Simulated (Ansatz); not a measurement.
C3H7AlSi at its PBE0-D4/def2-TZVP geometry, where that method's forces vanish. Charge 0, multiplicity 1. The bonds changed during the relaxation, so this is another structure than the one it started from.

```xyz
12

C     1.5909    1.0474    0.9953
C     0.5042    1.0895    0.3418
C    -0.6836    0.5722   -0.0527
Al    0.5509   -0.6434    1.5076
Si   -0.8701   -0.3521   -1.6653
H     2.4881    1.6287    1.1057
H    -1.5789    0.9673    0.4272
H    -0.2410   -0.5709    2.8731
H     1.0147   -1.9529    0.7525
H    -1.8154   -1.4827   -1.4824
H     0.4614   -0.8495   -2.0871
H    -1.4212    0.5465   -2.7157
```

(1) What forces (eV/Å) does PBE-D4/def2-TZVPP give on these atoms in Ansatz 0.2.0? (Best estimate.)

## Answers

(1) Computed: 
```
C1   0.543 -0.066  0.353
C2  -0.276  0.266 -0.306
C3  -0.198 -0.140 -0.078
Al4  0.007 -0.084  0.061
Si5 -0.020 -0.016 -0.020
H6   0.196  0.114  0.034
H7  -0.206  0.066  0.076
H8  -0.056  0.017  0.087
H9   0.031 -0.078 -0.059
H10 -0.097 -0.117  0.011
H11  0.133 -0.051 -0.045
H12 -0.057  0.089 -0.114
```
